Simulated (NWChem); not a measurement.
Species: sulfur difluoride (SF$_{2}$); SMILES FSF

Program: NWChem. Pople sets run with spherical d functions. The level has its own optimisation; frequencies are unscaled.

**Question.** Predict the results for PBE0/6-31+G*. Quantities: r F–S (Å); highest harmonic frequency (cm⁻¹); lowest (cm⁻¹); zero-point energy (kcal/mol); dipole (D).

**Answer.** The r F–S (Å) is 1.621, the highest harmonic frequency (cm⁻¹) is 841 and the lowest (cm⁻¹) is 333. The zero-point energy (kcal/mol) comes out as 2.8. The dipole (D) comes out as 1.45.
